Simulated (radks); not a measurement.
Values are calculated unless marked as measured or tabulated.
Q: The mean radii <r> (bohr) of the occupied orbitals of an atom or ion are listed with their occupations. Code: a radial shooting solver on a logarithmic mesh with Libxc functionals. Model: Dirac Kohn-Sham, PBE, spin-unpolarised, spherical densities, point nucleus.

orbital  occ.      <r>
1s1/2       2  0.06355
2s1/2       2   0.2927
2p1/2       2   0.2577
2p3/2       4   0.2605
3s1/2       1   0.8605
3p1/2       2   0.8893
3p3/2       4   0.8961
3d3/2       2   0.9539
4f5/2       1    3.356

Name the element and its charge. Open shells, if any, fill j = l - 1/2 first.

A: Z = 24, chromium, charge +4: Cr4+ in [Ne] 3s1 3p6 3d2 4f1. The 1s radius gives Z: for a bare nucleus <r> = (2 gamma + 1)/(2Z) with gamma = sqrt(1 - (Z/c)^2), 0.06186 bohr for Z = 24, and screening makes it slightly larger (0.06355 here). The occupations add up to 20, and the charge is Z minus that.
